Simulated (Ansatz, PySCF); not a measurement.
C3H4Si, SMILES `C#C[Si]C` (lower singlet) (charge 0, multiplicity 1). This singlet lies 1.14 eV below the relaxed triplet at the level B3LYP-D3(BJ)/def2-TZVP (PySCF).

Level of theory: LC-ωPBE/cc-pVTZ // B3LYP-D3(BJ)/def2-TZVP (Ansatz, a first-principles code).

Ansatz 0.2 input:
```yaml
crystal:
  periodic: [false, false, false]
  atoms:
    - { symbol: C, position_ang: [2.332301, -0.020492, -0.716768] }
    - { symbol: C, position_ang: [1.298197, -0.323118, -0.159032] }
    - { symbol: Si, position_ang: [-0.141805, -0.927028, 0.825008] }
    - { symbol: C, position_ang: [-1.487023, 0.093053, -0.05373] }
    - { symbol: H, position_ang: [3.235866, 0.249202, -1.210078] }
    - { symbol: H, position_ang: [-1.259813, 1.16173, 0.022812] }
    - { symbol: H, position_ang: [-2.478308, -0.08997, 0.361683] }
    - { symbol: H, position_ang: [-1.499421, -0.143379, -1.123132] }
basis:
  gaussian: { orbitals: cc-pVTZ }
hamiltonian:
  xc: lc_wpbe
```

Output:

```
Functional definition: LC-wPBE
1007 factors; their error is unknown
334 factors; integrals over basis functions are off by at most 3.0e-5 eV
mean field evaluation 1: about -11042.1811 eV, gradient 4.5e1 eV
mean field evaluation 2: about -11044.7754 eV, gradient 3.0e1 eV
mean field evaluation 4: about -11046.8569 eV, gradient 2.1e0 eV
mean field evaluation 8: about -11046.8736 eV, gradient 4.9e-2 eV
mean field evaluation 16: about -11046.8389 eV, gradient 4.5e-5 eV
mean field -11046.83885511 eV, -405.9638401090 hartree, gradient 4.5e-5 eV, S^2 0.000000; 0 other end points of the search recorded, 0 dependent functions left out
reference -11046.83885512 eV, -405.9638401092 hartree; 18, 18 occupied and 162, 162 virtual orbitals, 1007 factors
Total energy: -11046.83885512 eV, -405.9638401092 hartree
```
